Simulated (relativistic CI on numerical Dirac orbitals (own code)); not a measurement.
## Calculated levels, Sn16+

Computed by Dirac-Coulomb-Breit CI, orbitals from a KLI potential per configuration, model QED, unscaled Slater integrals (own radial code, finite nucleus).

CI space (outside the closed core [Ar] 3d10): 4s2 4p4, 4s 4p5, 4p6, 4s2 4p3 4d, 4s 4p4 4d, 4s2 4p3 4f, 4s 4p4 4f, 4p5 4d, 4s 4p3 4d2, 4s2 4p2 4d 4f, 4s2 4p3 5s, 4p4 4d2, 4p3 4d3, 4p3 4d2 4f, 4p3 4d2 5s. Double excitations out of closed p, d and f shells are left out; levels of such configurations are missing from the list, as are those of other unlisted configurations, and high levels can miss mixing partners.

The lowest level is 4s2 4p4 3P_2, with 79 % of that term; Hund's rules for 4s2 4p4 give 3P with J = 2, in agreement.

| No. | Configuration | Term | J | E (cm⁻¹) | % | Lifetime (s) | jj configuration (%) |
| --- | --- | --- | --- | --- | --- | --- | --- |
| 1 | 4s2 4p4 | 3P | 2 | 0 | 79 |  | 4p3/2^2 (96) |
| 2 | 4s2 4p4 | 3P | 0 | 37681 | 59 | 4.53e-01 | 4p3/2^2 (92) |
| 3 | 4s2 4p4 | 3P | 1 | 72646 | 99 | 1.36e-04 | 4p1/2 4p3/2^3 (99) |
| 4 | 4s2 4p4 | 1D | 2 | 94822 | 79 | 1.79e-04 | 4p1/2 4p3/2^3 (96) |
| 5 | 4s2 4p4 | 1S | 0 | 192324 | 59 | 2.68e-05 | 4p3/2^4 (91) |
| 6 | 4s 4p5 | 3P° | 2 | 405110 | 86 | 1.14e-10 | 4s 4p3/2^3 (86) |
| 7 | 4s 4p5 | 3P° | 1 | 438725 | 69 | 7.26e-11 | 4s 4p3/2^3 (61) |
| 8 | 4s 4p5 | 3P° | 0 | 481396 | 83 | 1.02e-10 | 4s 4p1/2 4p3/2^4 (83) |
| 9 | 4s 4p5 | 1P° | 1 | 531047 | 52 | 4.71e-11 | 4s 4p1/2 4p3/2^4 (56) |
| 10 | 4s2 4p3 4d | 5D° | 2 | 545819 | 39 | 7.69e-10 | 4p3/2 4d3/2 (82) |
| 11 | 4s2 4p3 4d | 5D° | 0 | 549030 | 67 | 6.33e-10 | 4p3/2 4d3/2 (75) |
| 12 | 4s2 4p3 4d | 5D° | 3 | 549288 | 53 | 1.21e-09 | 4p3/2 4d3/2 (56) |
| 13 | 4s2 4p3 4d | 5D° | 1 | 555144 | 77 | 1.14e-10 | 4p3/2 4d3/2 (50) |
| 14 | 4s2 4p3 4d | 5D° | 4 | 561475 | 68 | 2.84e-03 | 4p3/2 4d5/2 (74) |
| 15 | 4s2 4p3 4d | 5D° | 2 | 573732 | 41 | 1.26e-10 | 4p3/2 4d5/2 (63) |
| 16 | 4s2 4p3 4d | 5D° | 3 | 602707 | 28 | 1.60e-10 | 4p1/2 4p3/2^2 4d5/2 (33) |
| 17 | 4s2 4p3 4d | 3D° | 1 | 606890 | 84 | 3.07e-10 | 4p1/2 4p3/2^2 4d3/2 (51) |
| 18 | 4s2 4p3 4d | 1S° | 0 | 609682 | 68 | 3.38e-09 | 4p1/2 4p3/2^2 4d3/2 (59) |
| 19 | 4s2 4p3 4d | 3F° | 2 | 610192 | 50 | 4.61e-10 | 4p1/2 4p3/2^2 4d3/2 (85) |
| 20 | 4s2 4p3 4d | 3F° | 3 | 619154 | 74 | 3.62e-10 | 4p1/2 4p3/2^2 4d3/2 (69) |
| 21 | 4s2 4p3 4d | 3D° | 3 | 624891 | 44 | 2.48e-10 | 4p1/2 4p3/2^2 4d5/2 (58) |
| 22 | 4s2 4p3 4d | 3G° | 4 | 632491 | 56 | 2.49e-04 | 4p1/2 4p3/2^2 4d5/2 (63) |
| 23 | 4s2 4p3 4d | 3F° | 4 | 640276 | 80 | 4.84e-04 | 4p1/2 4p3/2^2 4d5/2 (65) |
| 24 | 4s2 4p3 4d | 3D° | 1 | 641227 | 82 | 3.74e-11 | 4p3/2 4d5/2 (41) |
| 25 | 4s2 4p3 4d | 1G° | 4 | 652370 | 61 | 7.96e-04 | 4p1/2 4p3/2^2 4d3/2 (53) |
| 26 | 4s2 4p3 4d | 3G° | 5 | 657629 | 98 | 8.65e-04 | 4p1/2 4p3/2^2 4d5/2 (98) |
| 27 | 4s2 4p3 4d | 1D° | 2 | 667888 | 38 | 9.94e-11 | 4p1/2 4p3/2^2 4d3/2 (74) |
| 28 | 4s2 4p3 4d | 3P° | 1 | 676848 | 52 | 1.64e-11 | 4p1/2 4p3/2^2 4d5/2 (43) |
| 29 | 4s2 4p3 4d | 3P° | 0 | 678241 | 65 | 5.14e-11 | 4p1/2 4p3/2^2 4d5/2 (52) |
| 30 | 4s2 4p3 4d | 3D° | 2 | 690377 | 62 | 1.32e-10 | 4p1/2 4p3/2^2 4d5/2 (87) |

Energies count from the lowest computed level; ° marks odd parity; lifetimes are radiative, by E1, M1, E2, M2, E3 decay to levels of this space only. Filled j subshells are mostly left out of the jj labels.

The mean weight of the leading LS term, summed over parents, in these 30 levels is 65 %, and that of the leading jj configuration (from the same eigenvectors) 70 %.

At this charge energies of transitions that change n are usually good to better than 1 %, and those within a shell (Δn = 0) to a few per cent.

LS names give the leading component of a level, which can be under half, so a name can repeat, a term be missing and a line seem to break the LS rules.
